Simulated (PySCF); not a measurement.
**Working out the ionisation energy of Kr²⁺**

Kr²⁺ [Ar] 3d10 4s2 4p4 (3P) → Kr³⁺ [Ar] 3d10 4s2 4p3 (4S). All numbers are calculated (PySCF 2.14, no relativity, point nucleus, in 6-31G*). Frozen: [Ar] 3d10. Energies in hartree (1 hartree = 27.21139 eV):

| part | Kr²⁺ (lower) | Kr³⁺ (upper) |
| --- | --- | --- |
| UHF | -2750.340756 | -2749.078934 |
| CCSD correlation | -0.089134 | -0.075824 |
| (T) | -0.000858 | -0.000572 |

**Question.** What does Hartree-Fock give?

**Answer.** (-2749.078934) − (-2750.340756) = 1.261822 hartree = 34.336 eV.

**Question.** What do CCSD and CCSD(T) give?

**Answer.** The CCSD correlation energies differ by 0.013310 hartree = 0.362 eV and the triples by 0.000286 hartree = 0.008 eV, so CCSD gives 34.698 eV and CCSD(T) 34.706 eV.

Reference: 35.838 ± 0.02 eV (measured; NIST Atomic Spectra Database, ionization energies), between the lowest levels; spin-orbit coupling is absent from the calculation.

The calculation is non-relativistic.

What remains against the reference includes basis incompleteness, the frozen core and higher excitations.
